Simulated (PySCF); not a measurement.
Order these species by their calculated properties.

Species are written as SMILES; each is one conformer at its optimised geometry, gas phase, non-relativistic unless stated. Electronic properties by PySCF.

Dipoles, sizes and rotational constants follow the conformer. The torsions of the flexible species, by atom-mapped SMILES:
- `[CH2:1]=[CH:2][CH2:3]/[P:4]=[P:5]/[CH2:6][SiH3:7]`: C1–C2–C3–P4 12°, C2–C3–P4–P5 -101°, P4–P5–C6–Si7 -88°
- `[CH2:1]=[P:2][CH2:3][OH:4]`: C1–P2–C3–O4 -16°, H–O4–C3–P2 -64°
- `[H]/[P:4]=[CH:3]\[O:2][CH3:1]`: C1–O2–C3–P4 0°
- `[N:1]#[C:2][CH2:3]/[CH:4]=[C:5]1[CH:6]=[C:7]\1[C:8]#[N:9]`: C2–C3–C4–C5 106°
- `[N:1]#[C:2][CH2:3]/[CH:4]=[C:5]1[CH:6]=[C:7]/1[C:8]#[N:9]`: C2–C3–C4–C5 111°
- `[CH2:1]=[CH:2][CH2:3][Si@H:4]([F:5])[S:6][SiH2:7][F:8]`: C1–C2–C3–Si4 107°, C2–C3–Si4–F5 -176°, C3–Si4–S6–Si7 168°, Si4–S6–Si7–F8 51°
- `[O+:1]#[C:2][CH2:3][CH:4]1[CH2:5][CH2:6]1`: C2–C3–C4–C5 -140°

The conformers of `C[P@@H+]1C=CCC1`, `CS[Si@@H]1CCCN1` and `C[C@@H]1CS[Si@@H](C)C1` aren't listed.

Question: Rank by electronic spatial extent ⟨r²⟩ about the centre of nuclear charge, lowest first (CAM-B3LYP/def2-SVPD at GFN2-xTB geometries).
A. `CC#C/C(C#N)=C/C#N`
B. `C=PCO`
C. `N#CC/C=C1C=C/1C#N`
D. `C=CC/P=P/C[SiH3]`
E. `[H]/P=C\OC`
F. `N#CC/C=C1C=C\1C#N`

Answer: B (384 bohr²), E (409 bohr²), C (1443 bohr²), A (1569 bohr²), F (1654 bohr²), D (1797 bohr²).

Give the two extremes of that set in Å².

`C=PCO`: 108 Å²; `C=CC/P=P/C[SiH3]`: 503 Å².

Question: Rank by lowest singlet excitation, highest first (TDDFT CAM-B3LYP/def2-SVPD at GFN2-xTB geometries).
A. `C=CC[Si@H](F)S[SiH2]F`
B. `C=CC/P=P/C[SiH3]`
C. `[H]/P=C\OC`
D. `C=PCO`
E. `C[P@@H+]1C=CCC1`
F. `CS[Si@@H]1CCCN1`

Answer: E (6.83 eV), A (6.17 eV), F (5.49 eV), C (5.37 eV), D (4.43 eV), B (3.16 eV).

Question: Rank by lowest triplet excitation (Tamm–Dancoff), lowest first (TDA CAM-B3LYP/def2-SVPD at GFN2-xTB geometries).
A. `CS[Si@@H]1CCCN1`
B. `C=CC/P=P/C[SiH3]`
C. `[H]/P=C\OC`
D. `C=CC[Si@H](F)S[SiH2]F`
E. `N#CC/C=C1C=C\1C#N`

Answer: B (1.97 eV), E (2.59 eV), C (2.87 eV), D (4.36 eV), A (5.15 eV).

Question: Rank by smallest rotational constant, lowest first (GFN2-xTB).
A. `C=PCO`
B. `[H]/P=C\OC`
C. `Cc1cpc(C#N)s1`
D. `N#CC/C=C1C=C/1C#N`

Answer: D (0.745 GHz), C (0.830 GHz), B (3.048 GHz), A (3.361 GHz).

Give the two extremes of that set in cm⁻¹.

`N#CC/C=C1C=C/1C#N`: 0.0249 cm⁻¹; `C=PCO`: 0.1121 cm⁻¹.

Question: Rank by static isotropic polarisability, highest first (CAM-B3LYP/def2-SVPD at GFN2-xTB geometries).
A. `C[P@@H+]1C=CCC1`
B. `CC#C/C(C#N)=C/C#N`
C. `C=CC[Si@@H](S[SiH2]F)F`
D. `[H]/P=C\OC`
E. `[O+]#CCC1CC1`
F. `C[C@@H]1CS[Si@@H](C)C1`
G. `C(#N)C1=CC/1=C\CC#N`
H. `N#CC/C=C1C=C/1C#N`

Answer: C (106.8 au), F (103.3 au), B (99.6 au), G (91.7 au), H (89.9 au), A (71.9 au), D (57.0 au), E (53.7 au).

Question: Rank by dipole moment, lowest first (CAM-B3LYP/def2-SVPD at GFN2-xTB geometries).
A. `[H]/P=C\OC`
B. `C1C(/C=1C#N)=C\CC#N`
C. `C=CC/P=P/C[SiH3]`
D. `C=CC[Si@H](F)S[SiH2]F`
E. `Cc1cpc(C#N)s1`
F. `CC#C/C(C#N)=C/C#N`
G. `N#CC/C=C1C=C/1C#N`
H. `P(CO)=C`

Answer: C (0.38 D), H (0.93 D), D (1.21 D), A (1.87 D), B (4.73 D), G (5.53 D), E (6.17 D), F (7.33 D).
